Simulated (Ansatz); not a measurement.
Reaction (substitution at a C–Ge bond): `[CH3][Ge]1([NH2])[BH][O]1` + `C[O][SnH2][SeH]` → `C[O][SnH2][Se]C` + `[NH2][GeH]1[BH][O]1`

Gas-phase electronic energies from Ansatz, PBE0-D4/def2-TZVP geometries. CBS: MP2 limit from def2 TZ/QZ plus the TZ coupled-cluster correction, frozen cores. def2 core potentials past Kr. For Ge, Se, Sn outer-core shells are correlated without core-valence functions, which leaves a few kJ/mol of doubt a bond. Scalar relativity is left out up to krypton. One conformer a species, not always the lowest.

```tsv
species	HF/def2-QZVPP energy (Eh)
`[CH3][Ge]1([NH2])[BH][O]1`	-2270.89063
`C[O][SnH2][SeH]`	-2729.54170
`C[O][SnH2][Se]C`	-2768.58628
`[NH2][GeH]1[BH][O]1`	-2231.82738
```

Problem. Work out ΔE.

Solution. ΔE = (-2768.58628) + (-2231.82738) − (-2270.89063) − (-2729.54170) = 0.01867 Eh = +0.51 eV. CCSD(T)/CBS gives +0.50 eV.

Largest T1 diagnostic among the species: 0.016.

From PBE to PBE0 (25 % exact exchange), in def2-TZVPP and without D4, ΔE moves by +0.03 eV.
